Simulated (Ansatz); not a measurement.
Frontier orbitals of CH₃AgF₃P, SMILES `[CH3][Ag-][P+](F)(F)F`.

```tsv
atom	x (Å)	y (Å)	z (Å)
C1	0.3386	-2.1841	0.6785
Ag2	0.0329	-0.2141	0.0666
P3	-0.3078	1.9850	-0.6166
F4	-1.3241	2.2545	-1.7581
F5	0.9039	2.7824	-1.1682
F6	-0.8271	3.0101	0.4264
H7	1.3678	-2.3231	1.0172
H8	0.1497	-2.8739	-0.1473
H9	-0.3339	-2.4368	1.5015
```

Total charge 0; spin multiplicity 1. Correlated methods include outer-core shells of Ag, which these sets cover unevenly. Ag takes the def2 core potential. All single points use the PBE0-D4/def2-TZVP geometry. It is one conformer, not always the lowest. Basis def2-TZVPP, the Gaussian-basis code of Ansatz.

Orbital energies of one run (eV). Highest occupied ones, from the top: -5.33, -7.60, -7.81, -7.81, -7.91, -7.91, -9.12, -9.12, -10.50, -11.18, -11.61, -11.61, -12.63, -12.63. Empty: -2.10, -2.10, -0.41, 0.51, 0.74, 0.74.

**Question.** Which functional gave them?
A. BLYP
B. BHLYP
C. r2SCANh
D. PBE0

**Answer.** A. HOMO energies: BLYP -5.33, PBE0 -6.36, r2SCANh -5.91, BHLYP -7.22 eV.
